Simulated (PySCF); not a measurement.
SiOBr₂, SMILES O=[Si](Br)Br.

Coordinates come from a B3LYP-D3(BJ)/def2-SVP optimisation.

Two levels are set side by side: TDDFT-PBE/def2-SVPD (PySCF) and TDDFT-B3LYP/def2-SVPD (PySCF). Vertical, same geometry. The lowest singlet is HOMO→LUMO 99 % with PBE and HOMO→LUMO 99 % with the other functional; states are paired by order. Differences are taken from unrounded values.

```
quantity                               TDDFT-PBE
-------------------------------------  ---------
lowest singlet excitation (eV)              4.10
lowest triplet excitation (TDA) (eV)        3.77
first bright state (f over 0.05) (eV)       5.93
its oscillator strength                     0.09
```

Problem. These are the TDDFT-PBE values. What does TDDFT-B3LYP give? (Estimate from the structure and the level; the computed values follow.)

Solution. 
| quantity | TDDFT-B3LYP | TDDFT-PBE minus TDDFT-B3LYP |
|---|---|---|
| lowest singlet excitation (eV) | 4.54 | -0.44 |
| lowest triplet excitation (TDA) (eV) | 4.18 | -0.41 |
| first bright state (f over 0.05) (eV) | 6.14 | -0.21 |
| its oscillator strength | 0.05 | 0.04 |

Functionals without exact exchange tend to place singlet excitations lower, as here. Differences between two approximate levels are no errors against the true value.

Rough cost on one machine, each run with all the roots and properties that it gave: TDDFT-B3LYP against TDDFT-PBE about 3 times.
